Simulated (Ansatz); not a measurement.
`FB([SiH3])Br` + H₂ → `FBBr` + SiH₄ at 600 K and 1 bar (hydrogenolysis of a B–Si bond).

Calculated with Ansatz (gas phase, PBE0-D4/def2-TZVP geometries, no zero-point term in ΔE). CBS: MP2 limit from def2 TZ/QZ plus the TZ coupled-cluster correction, frozen cores. This one scheme is used for every species. For Br outer-core shells are correlated without core-valence functions, which leaves a few kJ/mol of doubt a bond. Scalar relativity is left out up to krypton.

```json
{"species": "`FB([SiH3])Br`", "CCSD(T)/CBS energy (Eh)": "-2988.86296", "H − E (kJ/mol)": "133.6", "S (J/(mol·K))": "413.2"}
{"species": "H₂", "CCSD(T)/CBS energy (Eh)": "-1.17544", "H − E (kJ/mol)": "43.9", "S (J/(mol·K))": "150.8"}
{"species": "`FBBr`", "CCSD(T)/CBS energy (Eh)": "-2698.59010", "H − E (kJ/mol)": "70.1", "S (J/(mol·K))": "312.6"}
{"species": "SiH₄", "CCSD(T)/CBS energy (Eh)": "-291.46306", "H − E (kJ/mol)": "108.7", "S (J/(mol·K))": "242.3"}
```

H − E and S are ideal-gas, rigid-rotor, harmonic terms from PBE0-D4/def2-TZVP. The MP2-based limit puts H₂ 0.8 mEh under its directly extrapolated value; such offsets cancel only in part. 1 Eh = 2625.50 kJ/mol, R = 8.31446 J/(mol·K).

Problem. By hand: ΔE, ΔH, ΔS and ΔG.

Solution. ΔE = (-2698.59010) + (-291.46306) − (-2988.86296) − (-1.17544) = -0.01476 Eh = -38.8 kJ/mol. Δ(H − E) = 70.1 + 108.7 − 133.6 − 43.9 = 1.3, so ΔH = -37.5 kJ/mol. ΔS = 312.6 + 242.3 − 413.2 − 150.8 = -9.1 J/(mol·K). ΔG = -37.5 − 600 × (-9.1)/1000 = -32.0 kJ/mol.

Problem. By hand: the equilibrium constant, and the temperature at which ΔG would vanish if ΔH and ΔS stayed fixed.

Solution. log₁₀ K = −ΔG/(RT ln 10) = 2.8. ΔG = 0 at ΔH/ΔS = 4121 K, far beyond where these terms or the molecules hold.

The number of gas molecules stays the same, so ΔS is small and ΔH decides. A doubt of 5 kJ/mol in ΔE shifts log₁₀ K by 0.4 here. Modes under 60 cm⁻¹, often nearly free rotors, make the harmonic entropy too high. These are equilibria of isolated gas molecules and say nothing of rates. Largest T1 diagnostic: 0.012 (customary marks: 0.02 for closed shells, 0.045 for open ones).
